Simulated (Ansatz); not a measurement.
Start from `C=C[SiH2][SiH2]C` and change one atom or group to get `C[SiH2][SiH2]O`.

Ansatz, PBE0-D4/def2-TZVP geometries, multiplicity 1. Each molecule was computed in one conformer, which needn't be the lowest.

```tsv
property	`C=C[SiH2][SiH2]C`
size of the dipole moment (ωB97M-V/def2-TZVPP) / D	1.09
HOMO energy (ωB97M-V/def2-TZVPP) / eV	-9.45
HOMO energy (PBE0/def2-TZVPP) / eV	-7.40
HOMO energy (PBE/def2-TZVPP) / eV	-6.35
LUMO energy (ωB97M-V/def2-TZVPP) / eV	1.39
LUMO energy (B3LYP/def2-TZVPP) / eV	-0.77
```

(1) Give the same properties after the change, and the shifts. (Best estimate.)

Results:

(1) The calculation gave: 
```tsv
property	`C[SiH2][SiH2]O`	shift
size of the dipole moment (ωB97M-V/def2-TZVPP) / D	1.23	0.14
HOMO energy (ωB97M-V/def2-TZVPP) / eV	-9.62	-0.17
HOMO energy (PBE0/def2-TZVPP) / eV	-7.55	-0.15
HOMO energy (PBE/def2-TZVPP) / eV	-6.34	0.01
LUMO energy (ωB97M-V/def2-TZVPP) / eV	1.35	-0.04
LUMO energy (B3LYP/def2-TZVPP) / eV	-0.54	0.23
```

With PBE0 the HOMO falls by 0.15 eV and the LUMO rises by 0.25 eV, so the gap widens by about 0.40 eV. PBE moves the HOMO by 0.01 eV and ωB97M-V by -0.17 eV. Dipoles are sizes alone; their direction can turn.

Positive LUMOs are unbound, so they and the gaps depend on the basis.

B3LYP here is the variant with VWN-RPA as its local correlation; programs differ in this.
